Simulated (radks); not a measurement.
Nb5+, 36 electrons, occupied as [Kr] (the NIST ground configuration).

Calculated with a radial shooting solver on a logarithmic mesh with Libxc functionals: Dirac Kohn-Sham, BLYP, spin-unpolarised, spherical densities, finite nucleus; Fermi nuclear charge, rms radius 4.324 fm.

Energy parts (eV):
| part | energy |
|---|---|
| total | -103831.099 |
| kinetic | 107491.923 |
| electron-nucleus | -248431.325 |
| Hartree | 40305.663 |
| exchange-correlation | -3197.360 |

Orbitals (lengths in bohr, moments of r in powers of bohr):
| orbital | occ. | eigenvalue (eV) | <r^4> |
|---|---|---|---|
| 1s1/2 | 2 | -18867.15 | 7.986e-06 |
| 2s1/2 | 2 | -2694.449 | 0.001491 |
| 2p1/2 | 2 | -2478.374 | 0.0009945 |
| 2p3/2 | 4 | -2382.546 | 0.001108 |
| 3s1/2 | 2 | -502.4185 | 0.07865 |
| 3p1/2 | 2 | -421.1058 | 0.08232 |
| 3p3/2 | 4 | -405.5526 | 0.09014 |
| 3d3/2 | 4 | -261.9622 | 0.09737 |
| 3d5/2 | 6 | -259.0611 | 0.1003 |
| 4s1/2 | 2 | -118.8746 | 2.991 |
| 4p1/2 | 2 | -95.3918 | 4.243 |
| 4p3/2 | 4 | -93.0021 | 4.588 |

The highest occupied level is 4p3/2 at -93.002 eV. Summed over all electrons, <r^2> = 17.43 bohr^2, which gives a Langevin (diamagnetic) susceptibility term of -13.8 x 10^-6 cm^3/mol. For comparison, the ionisation energy in NIST's Atomic Spectra Database is 102.07 eV (semi-empirical). In exact Kohn-Sham theory the highest level is minus the ionisation energy, but local and semilocal functionals leave it too shallow, through self-interaction and a potential that decays too fast; potentials with the right tail come closer. The electron density at the nucleus is 8.253e+04 e/bohr^3. The density falls to 0.001 e/bohr^3 at r = 2.73 bohr.
